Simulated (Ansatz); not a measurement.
Ansatz (a quantum-chemistry and plane-wave program) input for KCl, SMILES [Cl][K], PBE-D3(BJ)/def2-TZVPD. 

Ansatz 0.2 input:
```yaml
crystal:
  periodic: [false, false, false]
  atoms:
    - {symbol: K, position_ang: [0.00000000, 0.00000000, -1.27229451]}
    - {symbol: Cl, position_ang: [0.00000000, 0.00000000, 1.42197622]}
basis:
  gaussian:
    orbitals: def2-TZVPD
hamiltonian:
  xc: pbe
  dispersion: d3bj
relax: {f_tol: 0.002, max_steps: 200}
```

It prints:

```
Functional definition: PBE
integrals: 0.02 GiB planned
610 factors; their error is unknown
mean field: 0.17 GiB planned
mean field evaluation 1: about -28836.7190 eV, gradient 2.6e1 eV
mean field evaluation 2: about -28807.7429 eV, gradient 8.9e1 eV
mean field evaluation 4: about -28838.7969 eV, gradient 3.8e0 eV
mean field evaluation 8: about -28838.8175 eV, gradient 4.0e-2 eV
mean field -28838.81751107 eV, -1059.8069958794 hartree, gradient 3.1e-5 eV, S^2 0.000000; 0 other end points of the search recorded, 0 dependent functions left out
the calculation of the forces begins
reference -28838.81755657 eV, -1059.8069975515 hartree; 18, 18 occupied and 64, 64 virtual orbitals, 610 factors
relax step   1: F+E_penalty+E_count = -28838.84019322 eV  Δ(F+E_penalty+E_count) = +0.000e0 eV  max|allowed force component| = 3.222e-2 eV/Å  Δτ_max = 0.0000 Å  (27 SCF iters, accepted)
these checks for a lower state are left out or cut short: starts, cluster_reference, orbital_swaps, neighbouring_geometries, increment
integrals: 0.02 GiB planned
610 factors; their error is unknown
mean field: 0.17 GiB planned
mean field evaluation 16: about -28838.8363 eV, gradient 8.3e-2 eV
mean field -28838.81761599 eV, -1059.8069997349 hartree, gradient 3.9e-5 eV, S^2 0.000000; 0 other end points of the search recorded, 0 dependent functions left out
the calculation of the forces begins
reference -28838.81766148 eV, -1059.8070014065 hartree; 18, 18 occupied and 64, 64 virtual orbitals, 610 factors
relax step   2: F+E_penalty+E_count = -28838.84029081 eV  Δ(F+E_penalty+E_count) = -9.759e-5 eV  max|allowed force component| = 9.256e-3 eV/Å  Δτ_max = 0.0024 Å  (21 SCF iters, accepted)
these checks for a lower state are left out or cut short: starts, cluster_reference, orbital_swaps, neighbouring_geometries, increment
integrals: 0.02 GiB planned
610 factors; their error is unknown
mean field: 0.17 GiB planned
mean field -28838.81762785 eV, -1059.8070001707 hartree, gradient 2.1e-5 eV, S^2 0.000000; 0 other end points of the search recorded, 0 dependent functions left out
the calculation of the forces begins
reference -28838.81767333 eV, -1059.8070018421 hartree; 18, 18 occupied and 64, 64 virtual orbitals, 610 factors
relax step   3: F+E_penalty+E_count = -28838.84029970 eV  Δ(F+E_penalty+E_count) = -8.890e-6 eV  max|allowed force component| = 1.105e-4 eV/Å  Δτ_max = 0.0010 Å  (19 SCF iters, accepted)
integrals: 0.02 GiB planned
610 factors; their error is unknown
mean field: 0.17 GiB planned
mean field evaluation 32: about -28838.8338 eV, gradient 9.8e-1 eV
mean field -28838.81762785 eV, -1059.8070001707 hartree, gradient 2.1e-5 eV, S^2 0.000000; 1 other end points of the search recorded, 0 dependent functions left out
the calculation of the forces begins
reference -28838.81767333 eV, -1059.8070018421 hartree; 18, 18 occupied and 64, 64 virtual orbitals, 610 factors
Total energy: -28838.84034518 eV, -1059.8078350172 hartree
Atom 0 at     0.000000     0.000000    -1.275601 Å, force     0.000000    -0.000000    -0.000110 eV/Å
Atom 1 at    -0.000000    -0.000000     1.425283 Å, force     0.000000    -0.000000     0.000110 eV/Å
Dipole moment:     0.000000     0.000000    -2.103739 e Å
```

The run converged.

Cost: about 6 core-seconds (a rough figure).
